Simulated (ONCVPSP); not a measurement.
**zinc, ONCV: configuration errors across variants**

Zn, optimised norm-conserving Vanderbilt (ONCV), made with ONCVPSP 4.0.1 (PBE, scalar-relativistic). Core [Ar] 3d10, reference 4s1.5 4p0.5. Waves: 4s: rc 2.05 bohr, ncon 3, nbas 7, qcut 4.1 1/bohr, local; 4p: rc 2.20 bohr, ncon 4, nbas 9, qcut 3.9 1/bohr, 3 projectors, debl 1.9 Ha; d scattering state at 0.21 Ha: rc 2.20 bohr, ncon 3, nbas 7, qcut 3.8 1/bohr, 2 projectors, debl 1.2 Ha. Local part: the s channel. Core correction: Teter function, fcfact 2.5, rcfact 1.35.

All-electron excitation energies from the reference (eV): (1) 4s2 4p0 -2.487; (2) 4s1 4p0 7.402; (3) 4s1.5 4p0 1.454; (4) 4s1 4p1 2.600.

A true bound ghost makes a file unfit for plane-wave use even where its test errors are small: the radial tests pick states by their node count and pass the ghost by.

Errors AE − PS in meV (a dash: test not solved or not reliable):

```csv
change,(1),(2),(3),(4),bound ghosts,GHOST(+) flags above zero
base,-3.2,-20,+2.2,-1.8,none,"p, d"
d: debl 0.2,-3.2,-20,+2.2,-1.8,d,p
d: debl 0.4,-3.2,-20,+2.2,-1.8,d,p
d: debl 0.65,-3.2,-20,+2.2,-1.8,d,p
d: debl 1.05,-3.2,-20,+2.2,-1.8,none,"p, d"
d: debl 1.35,-3.2,-20,+2.2,-1.8,none,"p, d"
d: debl 2.3,-3.2,-20,+2.2,-1.8,d,"p, d"
d: debl 3,-3.2,-20,+2.2,-1.8,none,"p, d"
d: debl 4.95,-3.2,-20,+2.2,-1.8,none,p
```

Give the same row for: d: debl 0.25.

-3.2, -20, +2.2, -1.8; bound ghosts: d; GHOST(+) flags above zero: p.
